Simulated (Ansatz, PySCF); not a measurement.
System: C₄H₅FO, charge 0, multiplicity 1. 
Geometry from a B3LYP-D3(BJ)/def2-TZVP (Ansatz, a quantum-chemistry and plane-wave program) optimisation:
```
C
C 1 1.3303
F 2 1.3331 1 136.21
O 1 1.4146 2 94.93 3 -180.00
C 1 1.4708 2 142.78 3 0.00
H 5 1.0895 1 110.03 2 0.00
H 5 1.0928 6 108.79 1 121.41
H 5 1.0928 6 108.79 7 117.18
C 4 1.4749 1 88.49 2 0.00
H 9 1.0898 4 110.66 1 117.97
H 9 1.0898 10 111.46 4 -123.59
```

Quantity: atomisation energy (electronic, to ground-state atoms); the coupled-cluster value holds the core correlation from cc-pwCVTZ, in kJ/mol. Cores are frozen in the correlated levels unless marked. Open shells are spin-unrestricted. Spin-orbit coupling is left out. Non-relativistic. CBS marks a two-point X^-3 extrapolation of the correlation energy; Hartree-Fock from the larger set. The bracket is a focal-point correction in the basis named.

Level to compare with: RI-MP2/CBS(cc-pVTZ,cc-pVQZ)+[CCSD(T)-MP2]/cc-pVTZ plus the core term (Ansatz), 4630.6 kJ/mol. It is a level with limits of its own, and the differences hold the functionals' basis error too.

**Question.** Rank these functionals by how close they come to RI-MP2/CBS(cc-pVTZ,cc-pVQZ)+[CCSD(T)-MP2]/cc-pVTZ, closest first: TPSSh/def2-TZVPD (PySCF); LC-wPBE/def2-TZVPD (Ansatz); wB97X-V/def2-TZVPD (Ansatz).

**Answer.** wB97X-V/def2-TZVPD (range-separated hybrid with VV10, 4624.2 kJ/mol, difference -6.4), LC-wPBE/def2-TZVPD (range-separated hybrid, 4645.7 kJ/mol, difference 15.1), TPSSh/def2-TZVPD (hybrid meta-GGA, 4607.2 kJ/mol, difference -23.4)
